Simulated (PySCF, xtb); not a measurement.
C3H6, SMILES C1CC1.

GFN2-xTB (xtb) at its own geometry gives an orbital gap of 10.18 eV and a dipole moment of 0.00 D.

Geometry optimised at PBE0-D3(BJ)/def2-TZVP.

### Question
What does PBE/def2-TZVPD run with PySCF give? (An estimate is asked for; the answer gives what the named calculation found.)

### Answer
gap 7.13 eV (levels -7.08 and 0.05 eV), dipole 0.00 D.
